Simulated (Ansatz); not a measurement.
Energy difference R1 → P1 + 4 P2, each structure at its B3LYP-D3(BJ)/def2-TZVP stationary point, reached from a drawn start (curvature not checked).
P1, AuF (SMILES [F][Au]) (charge 0, multiplicity 1):
| atom | x (Å) | y (Å) | z (Å) |
|---|---|---|---|
| Au | 0.0000 | 0.0000 | -0.9780 |
| F | 0.0000 | 0.0000 | 0.9780 |
R1, AuF5 (SMILES [F][Au]([F])([F])([F])[F]) (charge 0, multiplicity 1):
```xyz
6

Au     0.000     0.000    -0.229
F      1.901     0.000    -0.352
F     -1.901     0.000    -0.352
F      0.000     1.901    -0.352
F      0.000    -1.901    -0.352
F      0.000     0.000     1.638
```
P2: F atom, charge 0, multiplicity 2.

P less R. No zero-point or thermal terms; singlets are restricted closed shells; open shells are unrestricted; no spin–orbit coupling. The spin states of the d-block species are the ones drawn and need not be the lowest.

Cores are frozen in the correlated methods.

The values were computed with Ansatz (Gaussian basis) for Hartree–Fock, density functionals and correlated methods. Each number belongs to the level named beside it. Elements past Kr take the def2 small-core potentials, without spin–orbit coupling.

Total energies in hartree:

```csv
structure,PBE/def2-TZVPP,PBE0/def2-TZVPP,CCSD(T)/def2-TZVPP
P1,-235.534133,-235.480336,-234.867778
R1,-634.543050,-634.433666,-633.588275
P2,-99.669123,-99.676173,-99.625056
```

Question: Work out the reaction energy at each level in kcal/mol (1 hartree = 627.50947 kcal/mol), and say how far PBE/def2-TZVPP lies from CCSD(T)/def2-TZVPP.

Answer: 
- PBE/def2-TZVPP: 4 × (-99.669123) + (-235.534133) − (-634.543050) = 0.332425 hartree = 208.60 kcal/mol
- PBE0/def2-TZVPP: 4 × (-99.676173) + (-235.480336) − (-634.433666) = 0.248638 hartree = 156.02 kcal/mol
- CCSD(T)/def2-TZVPP: 4 × (-99.625056) + (-234.867778) − (-633.588275) = 0.220273 hartree = 138.22 kcal/mol
PBE/def2-TZVPP less CCSD(T)/def2-TZVPP: 70.38 kcal/mol. CCSD(T)/def2-TZVPP is the level counted from, the highest shown, and no exact or measured value.

Ansatz is a first-principles code.
